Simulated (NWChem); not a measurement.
System: BeHSeF; SMILES [F][Be][SeH]

Program: NWChem. Pople sets run with spherical d functions. This build's default masses of Se (78.918 u) and Br (79.917 u) are each other's, which moves their modes by up to 0.6 %. Each level has its own optimisation; frequencies are unscaled. One conformer.

```
level                r Be–F (Å)  r Be–Se (Å)  r H–Se (Å)  highest harmonic frequency (cm⁻¹)  lowest (cm⁻¹)  zero-point energy (kcal/mol)  dipole (D)
-------------------  ----------  -----------  ----------  ---------------------------------  -------------  ----------------------------  ----------
PBE/def2-SVP              1.398        2.035       1.489                               2345            226                           7.3        0.96
Hartree-Fock/6-31G*       1.369        2.055       1.462                               2571            239                           8.0        0.71
B3LYP/6-31G*              1.375        2.046       1.483                               2392            224                           7.5        0.66
```
